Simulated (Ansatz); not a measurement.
Ideal-gas functions of `[CH3][Y]([OH])[F]` at 800 K and 1 bar, from an Ansatz frequency run at PBE0-D4/def2-TZVP.

Molar mass 139.95 g/mol, point group C1 (symmetry number 1), electronic degeneracy 1, moments of inertia 120.906, 125.476, 236.879 u Å². Harmonic wavenumbers (cm⁻¹, unscaled): 35, 46, 118, 132, 282, 376, 434, 442, 456, 575, 638, 1153, 1426, 1428, 2995, 3064, 3077, 3994.

Use S(trans) = R[1.5 ln M + 2.5 ln T − 1.1517]; rotational temperatures θ = 24.2544 K / I; S(rot) = R[ln(√π/σ · √(T³/θAθBθC)) + 1.5]; for each mode x = 1.438777 ν̃/T, S = R[x/(eˣ − 1) − ln(1 − e⁻ˣ)] and H = RT x/(eˣ − 1); 1 cm⁻¹ = 0.0119627 kJ/mol; R = 8.31446 J/(mol·K).

**Question.** By hand: the entropy, in J/(mol·K).

**Answer.** Translation 191.0. Rotation: θ = 0.2006, 0.1933, 0.1024 K, giving 123.6. Vibration, mode by mode: 31.31, 29.04, 21.22, 20.29, 14.05, 11.72, 10.58, 10.44, 10.19, 8.40, 7.61, 3.60, 2.44, 2.44, 0.24, 0.22, 0.22, 0.05, in all 184.1. Electronic 0.0. Sum 498.7 J/(mol·K).

**Question.** By hand: H − E and G − E in kJ/mol, counted from the electronic energy.

**Answer.** Zero-point energy ½ × 20671 × 0.0119627 = 123.6; thermal vibration 60.2; translation, rotation and pV give 4 RT = 26.6. H − E = 210.4 kJ/mol, and G − E = 210.4 − 800 × 498.7/1000 = -188.6 kJ/mol.

Vibration gives 37 % of the entropy, 101.9 J/(mol·K) of it from the modes under 150 cm⁻¹: soft modes count most, and the harmonic formula is weakest for them. The sum counts one conformer and one mirror image; others add a mixing term.
